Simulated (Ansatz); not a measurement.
A geometry relaxed with PBE0-D4/def2-SVP run with Ansatz (a first-principles code), charge 0, multiplicity 1:

```xyz
21

C     -0.8635     0.8279     0.3104
C     -1.8086    -0.1380     0.0201
C      2.3539    -1.0281    -0.0733
C      2.8528     1.2511     0.5517
H     -4.3658    -1.0211    -0.3038
C     -0.0039    -1.7365    -0.3437
C      1.5137     1.5601     0.5878
C      0.9643    -0.7458    -0.0461
C      0.5368     0.5764     0.2917
H      4.3459    -0.2868     0.1933
Si    -3.6530     0.2425     0.0578
H      1.1833     2.5674     0.8450
C      3.2787    -0.0544     0.2184
H      2.6757    -2.0401    -0.3320
H     -2.0749    -2.2181    -0.5438
H     -4.0112     1.3018    -0.9311
C     -1.3437    -1.4396    -0.3109
H      3.5935     2.0202     0.7824
H      0.3340    -2.7435    -0.6006
Cl    -1.4156     2.4290     0.7182
H     -4.0924     0.6757     1.4171
```

Q: Write the SMILES of this molecule.

A: `[SiH3]c1ccc2ccccc2c1Cl`
